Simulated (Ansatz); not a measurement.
Reaction (formal exchange of groups at the Sn–Br bond): `C[O][Sn][Br]` + `F/C=C(\F)Cl` → `C[O][Sn][F]` + `F/C=C(/Cl)Br`

Gas-phase electronic energies from Ansatz, PBE0-D4/def2-TZVP geometries. CCSD(T)/CBS is the MP2 limit (def2-TZVPP, def2-QZVPP) plus CCSD(T) − MP2 in def2-TZVPP, frozen cores. Double bonds are as drawn, so ΔE can hold a change between cis and trans. DFT in def2-TZVPP. def2 core potentials past Kr. For Br, Sn outer-core shells are correlated without core-valence functions, which leaves a few kJ/mol of doubt a bond. Scalar relativity is left out up to krypton. One conformer a species, not always the lowest.

`C[O][Sn][Br]`:

Z-matrix (Å, degrees):
```
C
O 1 1.404
H 1 1.095 2 109.5
H 1 1.095 2 112.5 3 120.8
H 1 1.095 2 109.5 3 -118.4
Sn 2 1.958 1 132.6 3 -120.8
Br 6 2.546 2 99.3 1 0.0
```

`F/C=C(\F)Cl`:

```xyz
6

F     0.386    1.579   -0.813
C     0.558    0.414   -0.196
C    -0.480   -0.330    0.154
F    -1.726    0.032   -0.084
Cl   -0.320   -1.827    0.946
H     1.583    0.131   -0.008
```

`C[O][Sn][F]`:

Cartesian coordinates in Å:
```
C 0.799 -0.007 0.315
O -0.471 -0.131 0.911
Sn -2.226 -0.094 0.044
F -1.560 0.156 -1.773
H 0.743 0.109 -0.772
H 1.317 0.862 0.733
H 1.397 -0.896 0.541
```

`F/C=C(/Cl)Br`:

```xyz
6

F    -1.459    0.284    1.032
C    -0.657    0.377   -0.018
C     0.511   -0.249   -0.072
Cl    1.507   -0.095   -1.450
Br    1.131   -1.319    1.326
H    -1.034    1.002   -0.818
```

```
    level  ΔE (kJ/mol)
revPBE-D4         15.5
     BLYP         18.0
```

Task: What does CCSD(T)/CBS give? (Best estimate.)

Result: Ansatz gave: +13.3 kJ/mol. The listed levels differ from it by 2.2, 4.7 kJ/mol.

Task: What do rigid-rotor, harmonic-oscillator terms from PBE0-D4/def2-TZVP frequencies (298.15 K, 1 bar) make of the CCSD(T)/CBS value? (Estimate.)

Result: The calculation gave: ΔZPE = -2.8 kJ/mol, ΔH = +10.5 kJ/mol, ΔS = -2 J/(mol·K), ΔG = +11.1 kJ/mol.

Largest T1 diagnostic among the species: 0.017.

From r2SCAN to r2SCAN0 (25 % exact exchange), in def2-TZVPP and without D4, ΔE moves by +5.8 kJ/mol. At CCSD(T), def2-SVP lies +20.2 kJ/mol from the extrapolated value and def2-TZVPP +1.0 kJ/mol. Leaving LDA and LC-ωPBE aside and taking each functional with its dispersion term where it has one, the values, not all of them listed here, spread over 15.6 kJ/mol, from BLYP-D4 to BHLYP-D4. LDA lies +6.7 kJ/mol from PBE without D4.
